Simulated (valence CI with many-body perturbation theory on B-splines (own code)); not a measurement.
## E1 line list for Ru³⁸⁺

Level of theory: configuration interaction combined with many-body perturbation theory (CI+MBPT): four valence electrons over a frozen Dirac-Fock core [He], a basis of 11 s, 11 p, 9 d, 7 f, 5 g, 2 h, 1 i functions for each j, with the one-electron correlation potential Σ1, the two-electron term Σ2, the three-electron term Σ3, Breit, model QED; selected CI, second order for the rest (own B-spline code, finite nucleus).

No measured spectrum was set against this ion. As an estimate, large intervals hold to a few tenths of a per cent, small ones and those within an open d or f shell to about a per cent. Among the levels kept, up to 260 cm⁻¹ of a level comes from second order outside the variational space, and about a tenth of that is noise between levels of different J, which matters for small intervals.

Lines 201 to 234 of 234 in falling wavelength, among levels below 3613.9 eV, chosen from the strongest by gf and those to the six lowest levels. Wavelengths and rates use the calculated energies. Electric multipoles are in the length gauge, E1 and E2 with the static RPA response of the core. Weak lines are less certain than strong ones. Lines between different terms over intervals too small for the method are left out, as are lines whose strength nearly cancels. The highest levels of a list are the least certain.

Levels are named by their leading jj configuration (3d3/2^4 stands for four electrons in 3d with j = 3/2), which in mixed levels can hold well under half, so a name can repeat and another be missing. Letters in brackets count levels of one name in rising energy.

```
λ vac (nm)                           Upper                   Lower   A (s⁻¹)  S (a.u.) with core polarisation  S without
    0.3713          (2s^2 2p3/2 3d5/2) J=2  (2s^2 2p1/2 2p3/2) J=1  4.79e+12                         6.05e-04   6.06e-04
    0.3708          (2s 2p1/2^2 3p1/2) J=1      (2s^2 2p1/2^2) J=0  5.87e+12                         4.43e-04   4.42e-04
    0.3700  (2s 2p1/2 2p3/2 3p3/2) J=3 [a]  (2s^2 2p1/2 2p3/2) J=2  4.22e+12                         7.38e-04   7.37e-04
    0.3699  (2s 2p1/2 2p3/2 3p1/2) J=2 [b]  (2s^2 2p1/2 2p3/2) J=2  1.68e+13                         2.10e-03   2.09e-03
    0.3696          (2s^2 2p3/2 3d5/2) J=1  (2s^2 2p1/2 2p3/2) J=1  2.52e+12                         1.88e-04   1.88e-04
    0.3694  (2s 2p1/2 2p3/2 3p3/2) J=1 [a]  (2s^2 2p1/2 2p3/2) J=2  6.14e+11                         4.58e-05   4.58e-05
    0.3685  (2s 2p1/2 2p3/2 3p3/2) J=2 [a]  (2s^2 2p1/2 2p3/2) J=2  1.46e+12                         1.80e-04   1.80e-04
    0.3684  (2s 2p1/2 2p3/2 3p1/2) J=2 [b]  (2s^2 2p1/2 2p3/2) J=1  4.00e+12                         4.94e-04   4.94e-04
    0.3680  (2s 2p1/2 2p3/2 3p3/2) J=1 [a]  (2s^2 2p1/2 2p3/2) J=1  4.00e+13                         2.95e-03   2.95e-03
    0.3673  (2s 2p1/2 2p3/2 3p1/2) J=2 [c]  (2s^2 2p1/2 2p3/2) J=2  2.15e+13                         2.63e-03   2.62e-03
    0.3672  (2s 2p1/2 2p3/2 3p1/2) J=1 [b]  (2s^2 2p1/2 2p3/2) J=2  2.13e+12                         1.56e-04   1.56e-04
    0.3671  (2s 2p1/2 2p3/2 3p3/2) J=2 [a]  (2s^2 2p1/2 2p3/2) J=1  4.04e+13                         4.94e-03   4.93e-03
    0.3666  (2s 2p1/2 2p3/2 3p3/2) J=2 [b]  (2s^2 2p1/2 2p3/2) J=2  3.29e+13                         4.00e-03   4.00e-03
    0.3665  (2s 2p1/2 2p3/2 3p3/2) J=0 [a]  (2s^2 2p1/2 2p3/2) J=1  2.65e+13                         6.43e-04   6.43e-04
    0.3659  (2s 2p1/2 2p3/2 3p1/2) J=2 [c]  (2s^2 2p1/2 2p3/2) J=1  3.30e+12                         3.99e-04   3.98e-04
    0.3659  (2s 2p1/2 2p3/2 3p3/2) J=1 [b]  (2s^2 2p1/2 2p3/2) J=2  7.48e+13                         5.42e-03   5.42e-03
    0.3658  (2s 2p1/2 2p3/2 3p1/2) J=1 [b]  (2s^2 2p1/2 2p3/2) J=1  1.30e+13                         9.41e-04   9.40e-04
    0.3657  (2s 2p1/2 2p3/2 3p3/2) J=3 [b]  (2s^2 2p1/2 2p3/2) J=2  4.07e+13                         6.88e-03   6.87e-03
    0.3654          (2s 2p1/2^2 3p3/2) J=1      (2s^2 2p1/2^2) J=0  6.68e+13                         4.82e-03   4.82e-03
    0.3653      (2s 2p1/2 2p3/2 3p1/2) J=0  (2s^2 2p1/2 2p3/2) J=1  6.58e+13                         1.58e-03   1.58e-03
    0.3652  (2s 2p1/2 2p3/2 3p3/2) J=2 [b]  (2s^2 2p1/2 2p3/2) J=1  3.12e+12                         3.75e-04   3.75e-04
    0.3647  (2s 2p1/2 2p3/2 3p1/2) J=1 [c]  (2s^2 2p1/2 2p3/2) J=2  1.75e+13                         1.26e-03   1.26e-03
    0.3645  (2s 2p1/2 2p3/2 3p3/2) J=1 [b]  (2s^2 2p1/2 2p3/2) J=1  4.99e+12                         3.58e-04   3.57e-04
    0.3633  (2s 2p1/2 2p3/2 3p1/2) J=1 [c]  (2s^2 2p1/2 2p3/2) J=1  5.11e+12                         3.63e-04   3.62e-04
    0.3625  (2s 2p1/2 2p3/2 3p3/2) J=2 [c]  (2s^2 2p1/2 2p3/2) J=2  8.78e+12                         1.03e-03   1.03e-03
    0.3625  (2s 2p1/2 2p3/2 3p3/2) J=3 [c]  (2s^2 2p1/2 2p3/2) J=2  2.30e+13                         3.78e-03   3.78e-03
    0.3616  (2s 2p1/2 2p3/2 3p3/2) J=1 [c]  (2s^2 2p1/2 2p3/2) J=2  1.24e+12                         8.70e-05   8.69e-05
    0.3615  (2s 2p1/2 2p3/2 3p3/2) J=2 [d]  (2s^2 2p1/2 2p3/2) J=2  1.61e+13                         1.88e-03   1.88e-03
    0.3611  (2s 2p1/2 2p3/2 3p3/2) J=2 [c]  (2s^2 2p1/2 2p3/2) J=1  1.42e+13                         1.65e-03   1.65e-03
    0.3602  (2s 2p1/2 2p3/2 3p3/2) J=1 [c]  (2s^2 2p1/2 2p3/2) J=1  2.06e+13                         1.43e-03   1.42e-03
    0.3602  (2s 2p1/2 2p3/2 3p3/2) J=2 [d]  (2s^2 2p1/2 2p3/2) J=1  8.38e+12                         9.66e-04   9.64e-04
    0.3524  (2s 2p1/2 2p3/2 3p1/2) J=1 [b]      (2s^2 2p1/2^2) J=0  9.15e+11                         5.93e-05   5.91e-05
    0.3472  (2s 2p1/2 2p3/2 3p3/2) J=1 [c]      (2s^2 2p1/2^2) J=0  7.12e+11                         4.41e-05   4.40e-05
    0.3467  (2s 2p1/2 2p3/2 3p3/2) J=1 [d]      (2s^2 2p1/2^2) J=0  1.36e+12                         8.39e-05   8.38e-05
```
